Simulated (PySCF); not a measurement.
AgCl, triplet, geometry from GFN2-xTB (such geometries of metal compounds can be far from the true shape) (the multiplicity is a formal guess) (core potentials on Ag), with bond 1-2 at 2.0 times its length; PBE/def2-SVP (PySCF).

Input for PySCF:
```python
from pyscf import gto, scf, dft

mol = gto.M(
    atom='''
Ag    0.000000    0.000000   -3.141064
Cl    0.000000    0.000000    1.822593
''',
    basis='def2-svp',
    ecp={'Ag': 'def2-svp'},
    charge=0,
    spin=2,
    verbose=4,
)

mf = dft.UKS(mol)
mf.xc = 'pbe'
mf.init_guess = '1e'
mf = mf.newton()
mf.kernel()
```

Output, abridged:

```
PySCF version 2.14.0

[INPUT] verbose = 4
[INPUT] num. atoms = 2
[INPUT] num. electrons = 36
[INPUT] charge = 0
[INPUT] spin (= nelec alpha-beta = 2S) = 2
[INPUT] symmetry False subgroup None
[INPUT] Mole.unit = angstrom
[INPUT] Symbol           X                Y                Z      unit          X                Y                Z       unit  Magmom
[INPUT]  1 Ag     0.000000000000   0.000000000000  -3.141064000000 AA    0.000000000000   0.000000000000  -5.935750699731 Bohr   0.0
[INPUT]  2 Cl     0.000000000000   0.000000000000   1.822593000000 AA    0.000000000000   0.000000000000   3.444201606549 Bohr   0.0

nuclear repulsion = 34.4351431066168
number of shells = 19
number of NR pGTOs = 93
number of NR cGTOs = 49
basis = def2-svp
ecp = {'Ag': 'def2-svp'}

******** <class 'pyscf.soscf.newton_ah.SecondOrderUKS'> ********
method = SecondOrderUKS
initial guess = 1e
damping factor = 0
level_shift factor = 0
DIIS = <class 'pyscf.scf.diis.CDIIS'>
diis_start_cycle = 1
diis_space = 8
diis_damp = 0
SCF conv_tol = 1e-09
SCF conv_tol_grad = None
SCF max_cycles = 50
direct_scf = True
direct_scf_tol = 1e-13
number electrons alpha = 19  beta = 17
XC library pyscf.dft.libxc version 7.1.2
    S. Lehtola, C. Steigemann, M. J. T. Oliveira, and M. A. L. Marques,  SoftwareX 7, 1–5 (2018)
XC functionals = pbe
    J. P. Perdew, K. Burke, and M. Ernzerhof,  Phys. Rev. Lett. 77, 3865 (1996)
    J. P. Perdew, K. Burke, and M. Ernzerhof,  Phys. Rev. Lett. 78, 1396 (1997)
    J. P. Perdew, K. Burke, and M. Ernzerhof,  Phys. Rev. Lett. 77, 3865 (1996)
    J. P. Perdew, K. Burke, and M. Ernzerhof,  Phys. Rev. Lett. 78, 1396 (1997)
radial grids:
    Treutler-Ahlrichs [JCP 102, 346 (1995); DOI:10.1063/1.469408] (M4) radial grids

becke partition: Becke, JCP 88, 2547 (1988); DOI:10.1063/1.454033
pruning grids: <function nwchem_prune>
grids dens level: 3
symmetrized grids: False
atomic radii adjust function: <function treutler_atomic_radii_adjust>
small_rho_cutoff = 0
******** <class 'pyscf.dft.uks.UKS'> Newton solver flags ********
SCF tol = 1e-09
conv_tol_grad = None
max. SCF cycles = 50
direct_scf = True
direct_scf_tol = 1e-13
max_cycle_inner = 12
max_stepsize = 0.05
ah_start_tol = 1e+09
ah_level_shift = 0
ah_conv_tol = 1e-12
ah_lindep = 1e-14
ah_start_cycle = 1
ah_max_cycle = 40
ah_grad_trust_region = 2.5
kf_interval = 4
kf_trust_region = 5
canonicalization = True
Set conv_tol_grad to 3.16228e-05
Initial guess from hcore.

tot grids = 41320

Initial guess E= -584.495740379641  |g|= 4.80436
macro= 0  E= -591.754022768514  delta_E= -7.25828  |g|= 4.09581  3 KF 15 JK
macro= 1  E= -600.730514681321  delta_E= -8.97649  |g|= 2.81188  3 KF 15 JK
macro= 2  E= -603.909766065417  delta_E= -3.17925  |g|= 1.32649  3 KF 15 JK
macro= 3  E= -605.10024938672  delta_E= -1.19048  |g|= 0.613675  3 KF 15 JK
macro= 4  E= -605.70462806356  delta_E= -0.604379  |g|= 0.539132  3 KF 16 JK
macro= 5  E= -606.179205867359  delta_E= -0.474578  |g|= 0.300987  3 KF 17 JK
macro= 6  E= -606.425193522595  delta_E= -0.245988  |g|= 0.378409  3 KF 16 JK
macro= 7  E= -606.704120764092  delta_E= -0.278927  |g|= 0.123639  4 KF 20 JK
macro= 8  E= -606.742539657877  delta_E= -0.0384189  |g|= 0.0135346  4 KF 14 JK
macro= 9  E= -606.743094772492  delta_E= -0.000555115  |g|= 0.00319065  3 KF 17 JK
macro= 10  E= -606.74319475819  delta_E= -9.99857e-05  |g|= 0.00477039  3 KF 16 JK
macro= 11  E= -606.74315548873  delta_E= 3.92695e-05  |g|= 0.00646792  3 KF 14 JK
macro= 12  E= -606.743852566946  delta_E= -0.000697078  |g|= 0.00351525  3 KF 11 JK
macro= 13  E= -606.743912477611  delta_E= -5.99107e-05  |g|= 0.00235398  3 KF 17 JK
macro= 14  E= -606.743927148644  delta_E= -1.4671e-05  |g|= 0.00048492  4 KF 20 JK
macro= 15  E= -606.743923930638  delta_E= 3.21801e-06  |g|= 0.000795756  3 KF 14 JK
macro= 16  E= -606.74392514255  delta_E= -1.21191e-06  |g|= 0.000349685  1 KF 8 JK
macro= 17  E= -606.743928875622  delta_E= -3.73307e-06  |g|= 0.000148716  4 KF 24 JK
macro= 18  E= -606.743930955012  delta_E= -2.07939e-06  |g|= 0.000212459  4 KF 24 JK
macro= 19  E= -606.743931187477  delta_E= -2.32464e-07  |g|= 0.00011244  2 KF 14 JK
macro= 20  E= -606.743929705088  delta_E= 1.48239e-06  |g|= 0.000242859  2 KF 9 JK
macro= 21  E= -606.743931918275  delta_E= -2.21319e-06  |g|= 2.03194e-05  3 KF 16 JK
macro= 22  E= -606.743931922248  delta_E= -3.97267e-09  |g|= 1.19375e-05  1 KF 5 JK
macro= 23  E= -606.743931959859  delta_E= -3.76106e-08  |g|= 5.43147e-05  2 KF 11 JK
macro= 24  E= -606.74393199641  delta_E= -3.65517e-08  |g|= 1.60396e-05  2 KF 12 JK
macro= 25  E= -606.743931996861  delta_E= -4.50996e-10  |g|= 1.31364e-05  1 KF 4 JK
Canonicalize SCF orbitals
macro X = 26  E=-606.743931996861  |g|= 1.31364e-05  total 74 KF 406 JK

converged SCF energy = -606.743931996861  <S^2> = 2.0026751  2S+1 = 3.0017829
```
